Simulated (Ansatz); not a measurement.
Fe3S2, relaxed as a singlet with RKS B3LYP-D4/def2-SVP in Ansatz, starting from the GFN1-xTB geometry. Force threshold 0.02 eV/Å.

The structure comes from a short search, and lower isomers may exist.

Start:

```
atom   x (Å)   y (Å)   z (Å)
 Fe1   1.415  -0.694  -0.377
 Fe2   0.074  -0.515   1.535
 Fe3  -0.556   0.460  -0.433
  S4  -1.650   0.509   1.299
  S5   0.716   0.240  -2.025
```

Question: Estimate the energy that the relaxation releases and the steps that it takes.

Answer: 135.0 kJ/mol, in 23 steps; 89 s on 4 threads of AMD EPYC 7B13 on a shared host. No frequencies were taken in this run, so the end may be a saddle point.

Question: Does the start keep its bonding and symmetry?

Answer: Bonds formed: Fe1–S4 (atoms count from 1). The end is the same structure that another start reached, the lowest one found. Point group C2v at the start, Cs at the end, both within 0.05 Å.

Question: Predict the relaxed structure.

Answer: 
Cartesian coordinates in Å:
```
Fe 0.334 -1.053 -0.203
Fe 0.565 0.181 1.413
Fe -0.245 1.069 -0.244
S -1.483 -0.388 0.911
S 0.829 0.191 -1.877
```
Bond lengths (bridged metal pairs left out): 5 × Fe–S 2.14 to 2.23 Å.
